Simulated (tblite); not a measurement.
Species: C6H11FGe.
SMILES with atom numbers: `[CH3:1][C@@H:2]1[CH2:3][C:4]([CH2:5][F:6])=[CH:7][GeH2:8]1` (hydrogens: H9, H10, H11 on C1; H12 on C2; H13, H14 on C3; H15, H16 on C5; H17 on C7; H18, H19 on Ge8)

Computed with GFN2-xTB (tblite), gas phase: L-BFGS steps from a force-field or distance-geometry start until the largest atomic force falls under 0.01 eV/Å.

Step 25: E = -682.2805 eV
```
atom  x, y, z in Å  |  force x, y, z in eV/Å
C1     -1.9513   -1.0523    0.2810    0.020  -0.016  -0.005
C2     -1.2918    0.0329   -0.5645   -0.012  -0.022  -0.002
C3      0.1301   -0.3774   -0.9763   -0.010  -0.002  -0.011
C4      1.1562    0.1284    0.0056   -0.019  -0.023   0.016
C5      2.4835   -0.5647   -0.0563    0.006   0.016  -0.009
F6      3.4060   -0.0240    0.8019   -0.024   0.037   0.016
C7      0.8503    1.1527    0.7956    0.001  -0.001   0.030
Ge8    -0.9943    1.6873    0.5194   -0.009  -0.029   0.016
H9     -1.4285   -1.1681    1.2297    0.001   0.005   0.002
H10    -1.9305   -2.0117   -0.2355   -0.020  -0.009  -0.017
H11    -2.9918   -0.8034    0.4879    0.054   0.047   0.021
H12    -1.8961    0.1870   -1.4597    0.003   0.017  -0.010
H13     0.3719    0.0544   -1.9517   -0.016   0.011  -0.034
H14     0.2069   -1.4628   -1.0809   -0.001  -0.022   0.010
H15     2.3950   -1.6269    0.2081   -0.046   0.022   0.013
H16     2.9047   -0.4845   -1.0667    0.033  -0.007  -0.014
H17     1.5595    1.5724    1.4885    0.035  -0.021   0.001
H18    -1.8272    1.7704    1.7718    0.007   0.003  -0.023
H19    -1.1626    2.9993   -0.2055   -0.005  -0.006   0.000
```

Step 26: E = -682.2811 eV
```
atom  x, y, z in Å  |  force x, y, z in eV/Å
C1     -1.9500   -1.0513    0.2812    0.023  -0.011  -0.009
C2     -1.2918    0.0328   -0.5655    0.006  -0.012  -0.018
C3      0.1308   -0.3773   -0.9765   -0.021  -0.005  -0.013
C4      1.1556    0.1280    0.0069   -0.019  -0.003  -0.003
C5      2.4827   -0.5643   -0.0568    0.013   0.009  -0.004
F6      3.4059   -0.0248    0.8008   -0.013   0.049   0.027
C7      0.8496    1.1522    0.7970    0.001  -0.007   0.023
Ge8    -0.9945    1.6855    0.5189   -0.017   0.015   0.002
H9     -1.4244   -1.1685    1.2275    0.014   0.001   0.020
H10    -1.9337   -2.0095   -0.2360   -0.017  -0.035  -0.027
H11    -2.9881   -0.8000    0.4922    0.022   0.052   0.025
H12    -1.8957    0.1864   -1.4610    0.003   0.015  -0.007
H13     0.3731    0.0538   -1.9526   -0.016   0.001  -0.014
H14     0.2072   -1.4630   -1.0788    0.000  -0.019   0.000
H15     2.3935   -1.6256    0.2086   -0.045   0.001   0.012
H16     2.9039   -0.4849   -1.0670    0.028  -0.004  -0.019
H17     1.5585    1.5726    1.4894    0.038  -0.021   0.006
H18    -1.8295    1.7667    1.7693    0.002   0.005  -0.013
H19    -1.1628    3.0004   -0.2051   -0.002  -0.031   0.013
```

Step 27: E = -682.2817 eV
```
atom  x, y, z in Å  |  force x, y, z in eV/Å
C1     -1.9481   -1.0504    0.2812    0.018  -0.006  -0.010
C2     -1.2916    0.0325   -0.5669    0.024   0.001  -0.030
C3      0.1312   -0.3774   -0.9771   -0.021  -0.010  -0.013
C4      1.1545    0.1275    0.0083   -0.009   0.020  -0.027
C5      2.4819   -0.5635   -0.0573    0.012   0.003   0.003
F6      3.4055   -0.0247    0.8000   -0.007   0.054   0.030
C7      0.8486    1.1515    0.7991    0.000  -0.016   0.010
Ge8    -0.9951    1.6838    0.5184   -0.016   0.048  -0.014
H9     -1.4195   -1.1689    1.2252    0.026  -0.007   0.027
H10    -1.9378   -2.0076   -0.2370   -0.015  -0.049  -0.028
H11    -2.9833   -0.7951    0.4977   -0.008   0.051   0.027
H12    -1.8954    0.1859   -1.4626    0.002   0.011  -0.003
H13     0.3742    0.0532   -1.9541   -0.016  -0.011   0.010
H14     0.2075   -1.4636   -1.0763    0.000  -0.010  -0.013
H15     2.3908   -1.6241    0.2093   -0.035  -0.014   0.010
H16     2.9035   -0.4854   -1.0677    0.019  -0.002  -0.012
H17     1.5582    1.5723    1.4905    0.034  -0.023   0.008
H18    -1.8320    1.7623    1.7662   -0.008   0.008   0.003
H19    -1.1630    3.0010   -0.2045    0.001  -0.047   0.023
```

Step 28: E = -682.2824 eV
```
atom  x, y, z in Å  |  force x, y, z in eV/Å
C1     -1.9456   -1.0495    0.2812    0.005  -0.002  -0.007
C2     -1.2912    0.0322   -0.5691    0.032   0.012  -0.028
C3      0.1314   -0.3775   -0.9782   -0.010  -0.013  -0.008
C4      1.1532    0.1275    0.0091    0.008   0.040  -0.049
C5      2.4812   -0.5624   -0.0579    0.007  -0.002   0.010
F6      3.4047   -0.0235    0.7997   -0.009   0.049   0.022
C7      0.8475    1.1503    0.8019    0.001  -0.023  -0.008
Ge8    -0.9960    1.6822    0.5178   -0.005   0.058  -0.022
H9     -1.4129   -1.1696    1.2228    0.034  -0.016   0.018
H10    -1.9432   -2.0059   -0.2389   -0.013  -0.046  -0.017
H11    -2.9774   -0.7880    0.5049   -0.027   0.041   0.024
H12    -1.8954    0.1853   -1.4645    0.002   0.008   0.000
H13     0.3752    0.0521   -1.9561   -0.015  -0.025   0.030
H14     0.2081   -1.4644   -1.0734   -0.001   0.002  -0.028
H15     2.3866   -1.6221    0.2108   -0.017  -0.019   0.005
H16     2.9037   -0.4861   -1.0686    0.007  -0.002   0.006
H17     1.5587    1.5710    1.4920    0.021  -0.028   0.007
H18    -1.8352    1.7571    1.7627   -0.020   0.012   0.020
H19    -1.1630    3.0003   -0.2036    0.001  -0.047   0.024
```

Problem. Estimate the geometry and energy of step 29. (The exact step hangs on the optimiser's Hessian estimate; all steps are aligned on step 28, rigid shifts and turns removed.)

Solution. E = -682.2831 eV, largest force 0.076 eV/Å
```
atom  x, y, z in Å  |  force x, y, z in eV/Å
C1     -1.9433   -1.0487    0.2810   -0.011   0.001   0.000
C2     -1.2904    0.0323   -0.5716    0.023   0.014  -0.012
C3      0.1315   -0.3776   -0.9797    0.006  -0.013   0.001
C4      1.1521    0.1283    0.0086    0.026   0.044  -0.056
C5      2.4806   -0.5610   -0.0582    0.000  -0.004   0.015
F6      3.4034   -0.0211    0.8001   -0.016   0.037   0.010
C7      0.8464    1.1487    0.8046    0.003  -0.018  -0.025
Ge8    -0.9968    1.6813    0.5173    0.008   0.037  -0.016
H9     -1.4064   -1.1704    1.2207    0.032  -0.024  -0.003
H10    -1.9487   -2.0048   -0.2409   -0.012  -0.024   0.003
H11    -2.9721   -0.7805    0.5118   -0.026   0.024   0.018
H12    -1.8962    0.1846   -1.4662    0.006   0.006   0.000
H13     0.3758    0.0507   -1.9580   -0.012  -0.031   0.033
H14     0.2087   -1.4650   -1.0710   -0.002   0.009  -0.039
H15     2.3821   -1.6202    0.2127    0.004  -0.013   0.000
H16     2.9044   -0.4866   -1.0691   -0.002  -0.004   0.026
H17     1.5603    1.5686    1.4932    0.001  -0.032   0.002
H18    -1.8383    1.7525    1.7599   -0.026   0.015   0.028
H19    -1.1629    2.9982   -0.2027   -0.001  -0.024   0.015
```

The energy changes by -0.0007 eV. The first-order estimate −F·Δx gives -0.0010 eV and the mean of the old and new forces, exact on a quadratic surface, -0.0007 eV. The step makes an angle of 72° with the force vector and moves no atom by more than 0.011 Å.

What follows is the cost of the whole relaxation. On one thread of an Arm Neoverse N1, no GPU, shared host with 64 logical CPUs at a one-minute load of 61, this took 0.82 s.
